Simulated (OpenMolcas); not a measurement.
## Predicting a hybrid from its neighbours: CHClFNOSi

CHClFNOSi: 7 atoms, total charge 0, spin state singlet. As SMILES, `O=C=N[SiH](F)Cl`. The coordinates come from a PBE0-D4/def2-TZVP relaxation. This is one conformer, not always the lowest.

The HOMO–LUMO gap y, in eV, basis 6-31G(d); a is the functional's share of exact exchange. Programs: OpenMolcas 26.06.

```
functional     program     a  y (eV)
      BLYP  OpenMolcas     0    6.75
    r2SCAN  OpenMolcas     0    7.45
     B3LYP  OpenMolcas   0.2    8.68
      PBE0  OpenMolcas  0.25       ?
     BHLYP  OpenMolcas   0.5   11.59
```

Q: Fit y = c + s·a to the known rows and predict PBE0.

A: 
1. Means of the 4 rows: a = 0.1750, y = 8.617.
2. Σ(Δa)² = 0.1675, Σ(Δa·Δy) = 1.4987, so the slope is 1.4987/0.1675 = 8.9475.
3. Intercept: 8.617 − (8.9475) × 0.1750 = 7.051. The largest residual of the fit is 0.40.
4. PBE0: 7.051 + (8.9475) × 0.25 = 9.29 eV.

The run gave 9.19 eV, so the prediction is off by +0.10 eV, within the largest residual. Exact exchange lowers occupied levels and raises empty ones. The rows mix families of semi-local functionals, which the line can't see.
